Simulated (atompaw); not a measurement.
u(r) = r·R(r): atom against pseudo-atom (Hf)

Columns: radius, all-electron u(r) and pseudo u(r) of the 5d shell (level -3.33 eV) of hafnium in the configuration [Kr] 4d10 4f14 5s2 5p6 5d2 6s1.5 6p0.5; PBEsol, scalar-relativistic, PAW (atompaw) scheme, atompaw 4.2.0.5.

| r (bohr) | all-electron | pseudo |
| --- | --- | --- |
| 0.115 | 0.1807 | 0.0004 |
| 0.231 | -0.0297 | 0.0033 |
| 0.346 | -0.2484 | 0.0110 |
| 0.462 | -0.2561 | 0.0254 |
| 0.577 | -0.1304 | 0.0475 |
| 0.692 | 0.0383 | 0.0780 |
| 0.808 | 0.2034 | 0.1173 |
| 0.923 | 0.3428 | 0.1636 |
| 1.038 | 0.4530 | 0.2158 |
| 1.154 | 0.5361 | 0.2723 |
| 1.269 | 0.5943 | 0.3298 |
| 1.385 | 0.6330 | 0.3867 |
| 1.500 | 0.6556 | 0.4393 |
| 1.615 | 0.6659 | 0.4862 |
| 1.731 | 0.6667 | 0.5255 |
| 1.846 | 0.6605 | 0.5555 |
| 1.962 | 0.6491 | 0.5761 |
| 2.077 | 0.6340 | 0.5869 |
| 2.192 | 0.6164 | 0.5887 |
| 2.308 | 0.5969 | 0.5828 |
| 2.423 | 0.5766 | 0.5706 |
| 2.538 | 0.5556 | 0.5539 |
| 2.654 | 0.5343 | 0.5342 |
| 2.769 | 0.5131 | 0.5133 |
| 2.885 | 0.4919 | 0.4919 |
| 3.000 | 0.4712 | 0.4712 |

How many radial nodes do the two functions have?

The all-electron 5d function has n − l − 1 = 2; the pseudo-wave has 0, since the states of the same l below it are removed with the core.

Where does each function peak?

Outermost all-electron maximum near 1.73 bohr, pseudo maximum near 2.19 bohr (to the table’s step).

Is the pseudo-wave norm-conserving?

No, it belongs to a PAW set: the norm inside the radius is not constrained, and the difference is carried by the augmentation charge.
